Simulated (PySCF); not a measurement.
In(All)2(Me), SMILES C=C[CH2][In]([CH3])[CH2]C=C at its GFN2-xTB optimised geometry (Å):

```
21

In    -0.5980     0.6325     0.0000
C     -1.6782    -1.4289     0.0778
C     -0.7006    -2.4941    -0.1243
C     -0.0433    -3.1165     0.8522
H     -2.4469    -1.3945    -0.6939
H     -2.1344    -1.4534     1.0684
H     -0.4953    -2.7660    -1.1557
H     -0.2238    -2.8784     1.8900
H      0.6738    -3.8942     0.6522
C      1.7121     0.6325     0.0000
C      2.1628     1.9942    -0.2724
C      2.4582     2.8986     0.6589
H      2.0128    -0.0864    -0.7615
H      1.9979     0.2780     0.9904
H      2.2319     2.2740    -1.3199
H      2.4089     2.6575     1.7102
H      2.7803     3.8942     0.4055
C     -1.7668     2.5805     0.0000
H     -1.8075     2.9865    -1.0094
H     -1.2602     3.2934     0.6474
H     -2.7803     2.4135     0.3617
```

Level of theory: PBE0/def2-SVP, def2 effective core potentials past Kr in PySCF. The core electrons that the potentials of In replace are not part of the density. Cells within 0.4 Å of a nucleus heavier than hydrogen are left out (blank, or x).

Map of the Laplacian of the electron density (e/bohr⁵) on the plane z = 1.0 Å:

```
|666666666666666666666666666|
|666666666666666666666666666|
|666666666666666666666666666|
|666666666666666666666666666|
|666666666666666667777666666|
|666666666777666667777666666|
|666666667767666677667766666|
|666666677777666677x47766666|
|666666677777666677777666666|
|666666677776666677777666666|
|666666666667776677776666666|
|666666666678976777776666666|
|666666666679977770576666666|
|666666666677776774676666666|
|666666667776666677766666666|
|666666677777666666666666666|
|666666670177666666666666666|
|666666676677776666666666666|
|666666667778877766666666666|
|6666666666787x7766666666666|
|6666666666777x4776666666666|
|666666666667753776666666666|
|666666666666777766666666666|
|666666666666677666666666666|
|666666666666666666666666666|
|666666666666666666666666666|
|666666666666666666666666666|
```
Scale: ten equal steps from -0.869 (start of '0') to 0.420 (end of '9'), in the order '0123456789'; x runs from -6.00 to 6.00, y from -6.00 (bottom) to 6.00 (top).
